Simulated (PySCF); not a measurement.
## Spinor energies of Rh (rhodium, neutral)

Start: [Kr] 4d8 5s1; 4d3/2 filled at m_j = -1/2, +1/2, +3/2; 4d5/2 filled at m_j = -3/2, -1/2, +1/2, +3/2, +5/2; 5s1/2 filled at m_j = +1/2. Calculated with PySCF 2.14 in x2c-TZVPall-2c with one added diffuse shell each of s, p, d type (9s10p8d1f, 86 functions): generalised Hartree-Fock with the X2C-1e Hamiltonian and a Gaussian nucleus; one run each with spin-orbit coupling (SO) switched off, then screened by Boettger's factors. This is a chosen level, not necessarily the ground level.

| spinor shell | electrons | ε, spin-free (eV) | ε, screened SO (eV) | weight of nominal j (screened SO) | rms radius, screened SO (bohr) |
| --- | --- | --- | --- | --- | --- |
| 1s1/2 | 2 | -23342.2 | -23340.6 | 1.000 | 0.0374 |
| 2s1/2 | 2 | -3465.8 | -3465.3 | 1.000 | 0.154 |
| 2p1/2 | 2 | -3099.2 | -3199.2 | 1.000 | 0.134 |
| 2p3/2 | 4 | -3099.2 | -3052.7 | 1.000 | 0.138 |
| 3s1/2 | 2 | -654.38 | -654.22 | 1.000 | 0.415 |
| 3p1/2 | 2 | -530.73 | -548.57 | 1.000 | 0.411 |
| 3p3/2 | 4 | -530.73 | -522.33 | 1.000 | 0.422 |
| 3d3/2 | 4 | -333.33 | -336.48 | 0.997 | 0.401 |
| 3d5/2 | 6 | -333.33 | -331.05 | 0.998 | 0.405 |
| 4s1/2 | 2 | -101.03 | -100.97 | 1.000 | 1.05 |
| 4p1/2 | 2 | -63.647 | -67.658 | 0.946 | 1.15 |
| 4p3/2 | 4 | -63.647 | -61.686 | 0.973 | 1.18 |
| 4d5/2 | 5 | -11.697 | -11.606 | 0.617 | 1.72 |
| 4d3/2 | 3 | -11.697 | -11.865 | 0.644 | 1.71 |
| 5s1/2 | 1 | -6.476 | -6.476 | 0.999 | 3.79 |

| quantity | spin-free | screened SO |
| --- | --- | --- |
| E (hartree) | -4780.81733 | -4781.56784 |
| M_J | 9/2 | 9/2 |
| ⟨J²⟩ | 24.759 | 24.759 |
| ⟨L²⟩ | 12.008 | 12.048 |
| ⟨S²⟩ | 3.751 | 3.753 |

Each row is a mean over spinors that exchange with the open shell spreads, by up to 7.009 eV (4p3/2).

Rows whose weight is well below 1 are mixtures of j = l ± 1/2: exchange outweighs spin-orbit coupling there, and the label is only the starting occupation.

Breit and QED terms are absent; they matter most for the inner s and p1/2 levels.

Densities and radii are taken from the X2C orbitals without a picture-change correction, which distorts them close to the nucleus.

Without spin-orbit coupling the j labels of p, d and f shells carry no meaning; the spin-free column gives the mean over the occupied spinors of each nl shell.
